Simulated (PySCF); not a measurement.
Te⁺: excitation energy

Te⁺ [Kr] 4d10 5s2 5p3 (4S) → Te⁺ [Kr] 4d10 5s2 5p2 5d1 (high-spin determinant), as a difference of total energies. Calculation: PySCF 2.14, in aug-cc-pVQZ-PP with ECP28MDF (7s7p5d3f2g, 92 functions); scalar relativity through the core potential. Correlated levels: valence: 4s2 4p6 4d10 frozen. The calculations carry no spin-orbit coupling.

```
           method  excitation energy (cm⁻¹)
              UHF                     89925
    MP2 (valence)                     88838
SCS-MP2 (valence)                     88840
   CCSD (valence)                     89360
CCSD(T) (valence)                     86578
```

The promoted electron is Rydberg-like, and one or two diffuse shells describe it only roughly, which tends to raise the upper state.

The coupled-cluster amplitudes are large for the upper state (T1 above 0.03 or a double amplitude above 0.15), so a single reference is strained.

The determinant of the upper state mixes LS terms, which raises its energy above the lowest term, most at the Hartree-Fock and MP2 levels.
